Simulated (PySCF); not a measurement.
Isomers of C5H8BN. Level of theory: PBE0-D3(BJ)/def2-SVP geometry optimisation, gas phase in PySCF 2.14.0. One conformer each; no zero-point energy, no entropy. No frequencies were run at this level. Point groups hold within 0.08 Å.

**Question.** Order them by energy at this level, lowest first, and give relative energies in kcal/mol.
A. `C1=CC=CN(C)B1`
B. `[BH3-][N+]1=CC=CC=C1`

**Answer.** A (0.0), B (25.2).

| SMILES | E (Eh) | E rel (kcal/mol) | dipole (D) | point group | A, B, C (MHz) |
| --- | --- | --- | --- | --- | --- |
| CN1BC=CC=C1 | -274.46219 | 0.0 | 2.27 | Cs | 5514, 2525, 1751 |
| [BH3-][n+]1ccccc1 | -274.42207 | 25.2 | 6.65 | near Cs | 5697, 2548, 1787 |

***

Isomers of CH7AsSi. Computed with PBE0-D3(BJ)/def2-SVP geometry optimisation, gas phase (PySCF). One conformer each; no zero-point energy, no entropy. No frequencies were run at this level. Point groups hold within 0.08 Å.

Task: Order them by energy at this level, lowest first, and give relative energies in kcal/mol.
A. `C[AsH][SiH3]`
B. `[CH3:1][SiH2:2][AsH2:3]` with C1–Si2–As3–H 76° and 168°

Result: B (0.0), A (8.2).

As drawn, the lower has an Si–C bond, which the higher lacks.

```tsv
SMILES	E (Eh)	E rel (kcal/mol)	dipole (D)	point group	A, B, C (MHz)
C[SiH2][AsH2]	-2566.85499	0.0	0.96	–	12970, 2254, 2025
C[AsH][SiH3]	-2566.84188	8.2	1.00	–	8602, 3241, 2515
```

Task: As an exercise, what shares would exp(−E/RT) give at 2000 K from these electronic energies alone (no entropy, no degeneracies)?

Result: RT = 3.974 kcal/mol: C[SiH2][AsH2] 88.8 %, C[AsH][SiH3] 11.2 %.
